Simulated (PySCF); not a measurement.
The multiplicity is imposed and other spin states were not computed.

Cartesian coordinates (Å):
```xyz
16

Pt     0.2513    -0.1867     0.0852
O     -0.4538    -0.1201    -2.9363
C     -0.2277    -0.1223    -1.7998
O      2.7408     1.4568     0.9517
C      1.7857     0.8721     0.6574
O     -0.0513    -2.9414     1.4918
C      0.0085    -1.8948     1.0021
C     -3.1012     1.2054    -0.1309
S     -1.7654     1.3461     1.1062
C     -1.1884     3.0433     0.7559
H     -2.7098     1.3710    -1.1477
H     -3.9037     1.9255     0.0992
H     -3.4901     0.1787    -0.0522
H     -0.8536     3.1278    -0.2903
H     -0.3361     3.2269     1.4281
H     -1.9926     3.7665     0.9702
```
Charge 0, spin multiplicity 1.

Task: Give the mean C–O bond length of the carbonyls, dipole moment, charge on the central atom (Mulliken), LUMO and HOMO–LUMO gap at the level TPSSh-D3(BJ)/def2-TZVP // TPSS-D3(BJ)/def2-SVP run with PySCF.

Result: 
* **mean C–O bond length of the carbonyls**: 1.158 Å
* **dipole moment**: 0.914 e·Å
* **charge on the central atom (Mulliken)**: 0.39 e
* **LUMO**: -2.16 eV
* **HOMO–LUMO gap**: 3.74 eV
